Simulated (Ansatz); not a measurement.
`[SiH3]CC=[Se]`, relaxed with RKS PBE0-D4/def2-TZVP in Ansatz 0.2.0 from a PBE-D4/def2-SVP geometry. The force threshold is 0.005 eV/Å; the program also tests the step.

Total charge 0; spin multiplicity 1.

Start:

```xyz
10

Si    0.405   -1.123   -0.616
C    -0.675    0.085    0.424
C    -0.079    1.436    0.372
Se    1.044    2.133    1.561
H     1.754   -1.244    0.030
H    -0.278   -2.463   -0.660
H     0.553   -0.593   -2.014
H    -0.697   -0.329    1.453
H    -1.695    0.065   -0.020
H    -0.333    2.031   -0.530
```

```
        step  energy (eV)  largest force (eV/Å)  largest move (Å)
           1  -75385.6451                 0.562             0.000
           2  -75385.6804                 0.157             0.025
           3  -75385.6829                 0.084             0.018
4 (rejected)  -75385.6822                 0.111             0.018
           5  -75385.6836                 0.008             0.007
           6  -75385.6836                 0.008             0.006
           7  -75385.6836                 0.004             0.001
```

End:

```xyz
10

Si    0.400   -1.111   -0.610
C    -0.669    0.079    0.425
C    -0.076    1.416    0.366
Se    1.023    2.124    1.544
H     1.733   -1.235    0.024
H    -0.275   -2.434   -0.662
H     0.543   -0.575   -1.987
H    -0.693   -0.317    1.443
H    -1.672    0.058   -0.015
H    -0.312    1.994   -0.529
```

Hardware: 4 threads of an Arm Neoverse V2 on a shared host. Wall time 21 s, peak host memory 0.49 GiB.
